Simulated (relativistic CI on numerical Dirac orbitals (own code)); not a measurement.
Computed by Dirac-Coulomb-Breit CI, orbitals from a KLI potential per configuration, QED by a radiative potential, unscaled Slater integrals (own radial code, finite nucleus).

CI space (outside the closed core 1s2): 2s, 2p, 3s, 3p, 3d, 4s, 4p, 4d, 4f, 5s, 5p, 5d, 5f, 5g, 6s, 6p, 6d. Levels of other configurations are missing.

At this charge energies of transitions that change n are usually good to better than 1 %, and those within a shell (Δn = 0) to a few per cent.

Outline of the computed level scheme of Ar XVI. Lowest level of each configuration: 2s 2S_1/2 at 0.000 eV; 2p 2P°_1/2 at 32.005 eV; 3s 2S_1/2 at 517.585 eV; 3p 2P°_1/2 at 526.441 eV; 3d 2D_3/2 at 530.624 eV; 4s 2S_1/2 at 694.816 eV; 4p 2P°_1/2 at 698.459 eV; 4d 2D_3/2 at 700.200 eV; 4f 2F°_5/2 at 700.389 eV.

Some strong electric-dipole decays among the lowest 15 levels: 3d 2D_5/2 → 2p 2P°_3/2 (4.3e+12 s⁻¹); 3d 2D_3/2 → 2p 2P°_1/2 (3.6e+12 s⁻¹); 3p 2P°_1/2 → 2s 2S_1/2 (1.4e+12 s⁻¹); 3p 2P°_3/2 → 2s 2S_1/2 (1.4e+12 s⁻¹); 4d 2D_5/2 → 2p 2P°_3/2 (1.4e+12 s⁻¹); 4d 2D_3/2 → 2p 2P°_1/2 (1.2e+12 s⁻¹); 4f 2F°_7/2 → 3d 2D_5/2 (9.0e+11 s⁻¹); 4f 2F°_5/2 → 3d 2D_3/2 (8.5e+11 s⁻¹).
